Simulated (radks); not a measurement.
Values are calculated unless marked as measured or tabulated.
Numerical settings for the helium ion He+, 1s1. Code: a radial shooting solver on a logarithmic mesh with Libxc functionals. Model: non-relativistic Kohn-Sham, PBE, spin-polarised, spherical densities, point nucleus; open shells are filled with parallel spins first. The defaults (mesh step 0.008 in ln r, mesh end at 40 bohr or more with all orbitals vanishing there, Anderson mixing 0.5 over 9 steps, residual threshold near 1e-9 with the energy settled to 1e-9 hartree or 1e-11 of itself, here a cap of 52 iterations) give E = -1.9938 hartree and 1s at -42.039 eV in 13 iterations. Run on one thread of a shared host, so times are rough (Arm Neoverse N1): 0.05 s of CPU time, 0.05 s wall, 13 iterations on 2476 mesh points. Changes against that run (0 stands for a change within the tolerance of the run):

mesh step in ln r 0.2: iterations 52; converged no; E (mhartree) -6e+03; CPU (s) 0.04
mesh step in ln r 0.12: iterations 52; converged no; E (mhartree) -6.01e+03; CPU (s) 0.05
mesh step in ln r 0.08: iterations 11; converged yes; E (mhartree) -0.00019; e(1s) (meV) -0.00586; CPU (s) 0.01
mesh end (bohr) 20: iterations 13; converged yes; E (mhartree) 0; e(1s) (meV) 0; CPU (s) 0.05
mesh end (bohr) 400: iterations 13; converged yes; E (mhartree) 0; e(1s) (meV) 0; CPU (s) 0.05
residual threshold 1e-16: iterations 52; converged no; E (mhartree) 0; e(1s) (meV) 0; CPU (s) 0.2
residual threshold 0.001: iterations 6; converged yes; E (mhartree) 0; e(1s) (meV) -1.17; CPU (s) 0.03
mixing 1.5: iterations 13; converged yes; E (mhartree) 0; e(1s) (meV) 0; CPU (s) 0.05
linear mixing, mixing 1: iterations 52; converged no; E (mhartree) 0; e(1s) (meV) 0; CPU (s) 0.14
linear mixing, mixing 0.2: iterations 52; converged no; E (mhartree) 0; e(1s) (meV) -0.129; CPU (s) 0.16
mixing history 3: iterations 14; converged yes; E (mhartree) 0; e(1s) (meV) 0; CPU (s) 0.05
iteration cap 8: iterations 8; converged no; E (mhartree) 0; e(1s) (meV) 0; CPU (s) 0.03

No run marked as converged misses the energy by more than 1 mhartree. A mesh that ends early acts as a hard wall.
